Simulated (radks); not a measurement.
Task: All-electron atom: Li I in [He] 2s1. All-electron calculation, scalar-relativistic Kohn-Sham, AM05, spin-polarised, spherical densities, finite nucleus; open shells are filled with parallel spins first; Fermi nuclear charge, rms radius 2.444 fm. Program: a radial shooting solver on a logarithmic mesh with Libxc functionals. Some entries of the table are withheld. Estimate them.

| orbital | occ. | eigenvalue (eV) | r(max) (bohr) | <r^2> (bohr^2) |
|---|---|---|---|---|
| 1s up | 1 | -51.0065 | (1) | (2) |
| 1s down | 1 | -50.8448 | (3) | (4) |
| 2s up | 1 | -3.1508 | 3.111 | 17.25 |

Result: 
(1) 1s up r(max) (bohr): 0.3644
(2) 1s up <r^2> (bohr^2): 0.4710
(3) 1s down r(max) (bohr): 0.3649
(4) 1s down <r^2> (bohr^2): 0.4713
